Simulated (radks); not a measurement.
Values are calculated unless marked as measured or tabulated.
Numerical settings for the platinum ion Pt+, [Xe] 4f14 5d9. Code: a radial shooting solver on a logarithmic mesh with Libxc functionals. Model: scalar-relativistic Kohn-Sham, PBEsol, spin-polarised, spherical densities, finite nucleus; open shells are filled with parallel spins first (spin-orbit coupling, left out, can overturn this in heavy ions); Fermi nuclear charge, rms radius 5.427 fm. The defaults (mesh step 0.008 in ln r, mesh end at 40 bohr or more with all orbitals vanishing there, Anderson mixing 0.5 over 9 steps, residual threshold near 1e-9 with the energy settled to 1e-9 hartree or 1e-11 of itself, here a cap of 54 iterations) give E = -18404.200 hartree and 5d at -14.018 eV in 15 iterations. Run on one thread of a shared host, so times are rough (Arm Neoverse V1): 0.29 s of CPU time, 0.29 s wall, 15 iterations on 2314 mesh points. Changes against that run (0 stands for a change within the tolerance of the run):

setting	iterations	converged	E (mhartree)	e(5d) (meV)	CPU (s)
mesh step in ln r 0.05	15	yes	+0.25	-0.00505	0.06
mesh step in ln r 0.2	4	no	diverged	-	0.01
mesh step in ln r 0.12	4	no	diverged	-	0.01
mesh end (bohr) 5	15	yes	+22.4	+657	0.27
mesh end (bohr) 12	15	yes	0	+0.00636	0.27
residual threshold 1e-16	54	no	0	0	0.51
residual threshold 1e-13	23	yes	0	0	0.35
mixing 0.01	28	yes	0	0	0.48
linear mixing, mixing 0.8	54	no	+2.74e+05	-4.09e+03	2.1
linear mixing, mixing 1	54	no	+1.17e+06	+1.32e+04	2.8
mixing history 2	22	yes	0	0	0.38
iteration cap 8	8	no	+0.00176	+9.69	0.17

Settings that end as converged yet miss the energy by more than 1 mhartree: mesh end (bohr) 5 (+0.0224 hartree). A mesh that ends early acts as a hard wall.
